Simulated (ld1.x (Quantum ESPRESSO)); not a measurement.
The numbers below are computed, except where a source is named.
Pseudopotentials across the periodic table

Generated with ld1.x 7.5 (TM, RRKJ, ultrasoft, PAW), atompaw 4.2 or ONCVPSP 4.0.1. The cutoff is in Ry: for ld1.x and atompaw files where the sum of valence levels is converged to 10 mRy in a Bessel basis, for ONCV files where the hardest occupied wave has 1 mHa per electron of residual kinetic energy. The error is the largest all-electron minus pseudo excitation energy over each file’s own four to seven test configurations (ionisations up to +4, promotions, holes and added fractions of an electron), all of which were solved. The labels leave out finer settings (local radius, basis sizes, second energies), which also bear on the numbers. Spin-polarised tests are not counted. The rows are a selection from randomly drawn settings: files with unsolved tests, undetermined cutoffs or missed reference levels are left out.

A true bound ghost makes a file unfit for plane-wave use even where its test errors are small: the radial tests pick states by their node count and pass the ghost by.

| element | potential | cutoff (Ry) | largest error (meV) | bound ghosts |
| --- | --- | --- | --- | --- |
| Al | ultrasoft, LDA (PZ), non-relativistic, rc 2.25/1.70 (sp), local smoothed, core correction no, reference 3s2 3p0 | 6 | +164 | none |
| K | PAW, PBE, non-relativistic, rc 2.15/2.25/2.45 (spd), local smoothed, core correction yes, reference 3s2 3p6 4s0.75 4p0.25 | 15 | -8.3 | none |
| Ca | TM semilocal, PBE, scalar-relativistic, rc 3.80/4.20/3.20 (spd), local d, core correction no, reference 3d1 4s1 4p0 | 18 | +493 | none |
| Cd | TM, PBE, fully relativistic, rc 1.85/0.95/1.20 (spd), local smoothed, core correction no, reference 4p6 4d10 5s2 5p0 | 160 | -164 | s |
| In | TM, LDA (PZ), scalar-relativistic, rc 2.05/2.85/2.60 (spd), local smoothed, core correction yes, reference 5s2 5p1 | 10 | -207 | d |
| W | TM, PBEsol, scalar-relativistic, rc 2.40/3.45/2.60 (spd), local p, core correction yes, reference 5d4 6s1.5 6p0.5 | 30 | -278 | none |

Question: Fill in the row for Mo: TM, PBE, scalar-relativistic, rc 2.75/1.25/1.90 (spd), local p, core correction no, reference 4p6 4d5 5s1 5p0.

Answer: cutoff 90 Ry, largest error +72 meV, bound ghosts: s.

Question: Fill in the row for Gd: TM, PBEsol, fully relativistic, rc 2.45/3.60/3.60/1.25 (spdf), local s, core correction yes, reference 4f7 5d2 6s1 6p0.

Answer: cutoff 260 Ry, largest error -107 meV, bound ghosts: none.

Question: Fill in the row for In: TM semilocal, PBE, scalar-relativistic, rc 2.10/2.95/1.25 (spd), local s, core correction no, reference 4d10 5s1.75 5p1.25.

Answer: cutoff 90 Ry, largest error +188 meV, bound ghosts: none.
